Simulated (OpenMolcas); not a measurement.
# OpenMolcas run: Kr3+

Input:

```
&GATEWAY
Coord
1

Kr 0.0 0.0 0.0
Basis=ANO-RCC-VTZP
Group=XYZ
NoMove
AngMom=0.0 0.0 0.0
AMFI
&SEWARD
&RASSCF
FileOrb=start.orb
Symmetry=2
Spin=4
nActEl=5 0 0
Inactive=8 6
Ras2=1 3
CIRoot=1 1 1
SDav=1
CIMx=300
Iter=120 100
PrWF=0.3
OrbListing=Nothing
MaxOrb=0
Atom
>>> COPY $Project.JobIph JOB001
&RASSCF
FileOrb=start.orb
Symmetry=2
Spin=2
nActEl=5 0 0
Inactive=8 6
Ras2=1 3
CIRoot=8 8 1
SDav=11
CIMx=300
Iter=120 100
PrWF=0.3
OrbListing=Nothing
MaxOrb=0
Atom
>>> COPY $Project.JobIph JOB002
&RASSCF
FileOrb=start.orb
Symmetry=1
Spin=4
nActEl=5 0 0
Inactive=8 6
Ras2=1 3
CIRoot=3 3 1
SDav=3
CIMx=300
Iter=120 100
PrWF=0.3
OrbListing=Nothing
MaxOrb=0
Atom
>>> COPY $Project.JobIph JOB003
&RASSCF
FileOrb=start.orb
Symmetry=1
Spin=2
nActEl=5 0 0
Inactive=8 6
Ras2=1 3
CIRoot=9 9 1
SDav=9
CIMx=300
Iter=120 100
PrWF=0.3
OrbListing=Nothing
MaxOrb=0
Atom
>>> COPY $Project.JobIph JOB004
&RASSI
NrOfJobIphs=4 1 8 3 9
1
1 2 3 4 5 6 7 8
1 2 3
1 2 3 4 5 6 7 8 9
IphNames
JOB001
JOB002
JOB003
JOB004
EJob
SpinOrbit
DIPRint=1.0
SOCoupling=1000.0
Subsets=2
MEES
Property=10
'ANGMOM' 1 'ANGMOM' 2 'ANGMOM' 3 'MLTPL  1' 1 'MLTPL  1' 2 'MLTPL  1' 3
'AMFI' 1 'AMFI' 2 'AMFI' 3 'MLTPL  2' 6
SOProperty=3
'ANGMOM' 1 'ANGMOM' 2 'ANGMOM' 3
```

A driver script runs the steps one by one and writes start.orb anew before each from the orbitals found so far.

Output, cut to the results:

```
--- SEWARD ---
Basis set label: KR.ANO-RCC...6S5P3D1F.

      Electronic valence basis set:
      ------------------
      Associated Effective Charge  36.000000 au
      Associated Actual Charge     36.000000 au
      Nuclear Model: Point charge

      Shell  nPrim  nBasis  Cartesian Spherical Contaminant
         s      20       6        X
         p      17       5        X
         d      11       3                 X
         f       4       1                 X
                  Relativistic Douglas-Kroll-Hess integrals:
                    - DKH order of Hamiltonian: 2
                    - DKH order of Properties : 0
                  Atomic mean-field integrals
--- RASSCF ---
Wave function specifications:
      -----------------------------

      Number of closed shell electrons          28
      Number of electrons in active shells       5
      Max number of holes in RAS1 space          0
      Max nr of electrons in RAS3 space          0
      Number of inactive orbitals               14
      Number of active orbitals                  4
      Number of secondary orbitals              25
      Spin quantum number                      1.5
      State symmetry                             2
Orbital specifications:
      -----------------------

      Symmetry species                           1   2
                                                ag  au
      Frozen orbitals                            0   0
      Inactive orbitals                          8   6
      Active orbitals                            1   3
      RAS1 orbitals                              0   0
      RAS2 orbitals                              1   3
      RAS3 orbitals                              0   0
      Secondary orbitals                        12  13
      Deleted orbitals                           0   0
      Number of basis functions                 21  22
      Number of CSFs                             1
      Number of root(s) required                 1
      Iter CI   SX   CI       RASSCF       Energy    max ROT     max BLB   max BLB  Level Ln srch  Step   QN
          iter iter root      energy       change     param      element    value   shift minimum  type update
 Nr of preliminary CI iterations:   1
 ###############################################################################
 ###############################################################################
 ###                                                                         ###
 ###                                                                         ###
 ###    WARNING: Problems in orbital optimization.                           ###
 ###                                                                         ###
 ###                                                                         ###
 ###############################################################################
 ###############################################################################
  Warning: In symmetry  1, orbital p=   9 has diagonal density matrix element D(p,p) close to two. (2 - D(p,p))=  0.000000E+00
      Total energies have been shifted. Add                -2000.00 au
        ...
 ###############################################################################
 ###############################################################################
  Warning: In symmetry  1, orbital p=   9 has diagonal density matrix element D(p,p) close to two. (2 - D(p,p))=  0.000000E+00
        4   1    1    1  -785.44820517    3.18E-12   0.00E+00    9  10 1  5.14E-08   0.50   0.00    SX    NO
      Convergence after  4 iterations
        5   1    1    1  -785.44820517    0.00E+00   0.00E+00    9  10 1  5.14E-08   0.50   0.00    SX    NO
      Natural orbitals and occupation numbers for root  1
      sym 1:   2.000000
      sym 2:   1.000000   1.000000   1.000000
::    RASSCF root number  1 Total energy:  -2785.44820517
--- RASSCF ---
Wave function specifications:
      -----------------------------

      Number of closed shell electrons          28
      Number of electrons in active shells       5
      Max number of holes in RAS1 space          0
      Max nr of electrons in RAS3 space          0
      Number of inactive orbitals               14
      Number of active orbitals                  4
      Number of secondary orbitals              25
      Spin quantum number                      0.5
      State symmetry                             2
Orbital specifications:
...
--- RASSI ---
SPIN-FREE ENERGIES:
  (Shifted by EMIN (a.u.) =      -2785.4482051654)

 SF State       Relative EMIN(au)   Rel lowest level(eV)    D:o, cm**(-1)      L_eff

     1             0.0000000000        0.0000000000              0.0000         0.0
     2             0.1037657244        2.8236092052          22773.9441         2.0
     3             0.1037657244        2.8236092052          22773.9441         2.0
     4             0.1037657244        2.8236092052          22773.9441         2.0
     5             0.1037657244        2.8236092052          22773.9441         2.0
     6             0.1037657244        2.8236092052          22773.9441         2.0
     7             0.1477625178        4.0208229445          32430.1241         1.0
     8             0.1477625178        4.0208229445          32430.1241         1.0
     9             0.1477625178        4.0208229445          32430.1241         1.0
    10             0.5729196084       15.5899367529         125741.3199         1.0
    11             0.5729196084       15.5899367529         125741.3199         1.0
    12             0.5729196084       15.5899367529         125741.3199         1.0
    13             0.7714385581       20.9919125707         169311.1932         2.0
    14             0.7714385581       20.9919125707         169311.1932         2.0
    15             0.7714385581       20.9919125707         169311.1932         2.0
    16             0.7714385581       20.9919125707         169311.1932         2.0
    17             0.7714385581       20.9919125707         169311.1932         2.0
    18             0.8742358644       23.7891697758         191872.5941         0.0
    19             0.9595043457       26.1094433552         210586.8626         1.0
    20             0.9595043457       26.1094433552         210586.8626         1.0
    21             0.9595043457       26.1094433552         210586.8626         1.0
     Dipole printing threshold changed to   1.00000000E+00

...
```

Levels above the lowest, from the spin-orbit matrix, grouped by J:

```csv
Configuration,Term,J,E (cm-1),Measured (cm-1),g,Term weight %
4s2 4p3,4S*,3/2,0.0,0.0,1.991,98
4s2 4p3,2D*,3/2,21589,17038,0.871,87
4s2 4p3,2D*,5/2,23292,18700,1.200,100
4s2 4p3,2P*,1/2,33023,31056,0.666,100
4s2 4p3,2P*,3/2,35131,33406,1.274,86
4s 4p4,4P,5/2,124019,118762,1.600,100
4s 4p4,4P,3/2,127567,122426,1.734,100
4s 4p4,4P,1/2,129329,124110,2.667,99
4s 4p4,2D,3/2,169696,145773,0.803,99
4s 4p4,2D,5/2,170011,146645,1.202,100
4s 4p4,2S,1/2,192215,173952,1.974,97
4s 4p4,2P,3/2,209947,205400,1.332,100
4s 4p4,2P,1/2,214350,,0.698,98
```

Against the 11 measured excited levels shown (Saloman, J. Phys. Chem. Ref. Data 36, 215 (2007)) the mean absolute deviation is 9000 cm-1; the largest miss in energy is 4s 4p4 2D 3/2: computed 169696, measured 145773 cm-1 (+16.4 %), and the largest in proportion 4s2 4p3 2D* 3/2 (+26.7 %).

Terms of s pⁿ other than that of highest spin mix with s² pⁿ⁻² d, which this space lacks; all of them can be thousands of cm-1 off, and some have no real level of that name. Computed and measured levels are paired by configuration, term and J; levels that our copy of the source lacks, or whose pairing is in doubt (as where it misses far off the trend of its configuration), stay unpaired and out of the deviations. Only configurations of the active space appear. The first state left out of the spin-orbit step lies near 330000 cm-1 above the lowest spin-free state of the reference (among the parities and spins computed), and the list stops at four fifths of that energy or lower.

The term weight is that of the spin-free term in the level, not the purity of its configuration. * marks odd parity.
